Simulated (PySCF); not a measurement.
Ligands exchanged one at a time, Ga NH2-H. All species are isolated molecules in the gas phase. One relaxed conformer stands for each flexible species; it need not be the lowest. Strings in code marks are SMILES.

Calculation: PBE0-D3(BJ)/def2-TZVP (PySCF). Excitations are Tamm–Dancoff values on a coarser integration grid. The basis has no diffuse functions, so Rydberg states are missing or too high.

| species | S1 excitation (TDA) (eV) | T1 excitation (TDA) (eV) | S1 oscillator strength |
|---|---|---|---|
| 0 of 3 NH2 replaced by H (`[NH2][Ga]([NH2])[NH2]`) | 5.61 | 5.17 | ? |
| 1 of 3 NH2 replaced by H (`[NH2][GaH][NH2]`) | 5.87 | ? | 0.000 |
| 2 of 3 NH2 replaced by H (`[GaH2][NH2]`) | 6.09 | 4.59 | 0.117 |
| 3 of 3 NH2 replaced by H (`[GaH3]`) | – | – | – |

Q: Some entries are withheld; supply them.

A: 
- 0 of 3 NH2 replaced by H (`[NH2][Ga]([NH2])[NH2]`), S1 oscillator strength: 0.008
- 1 of 3 NH2 replaced by H (`[NH2][GaH][NH2]`), T1 excitation (TDA) (eV): 5.11
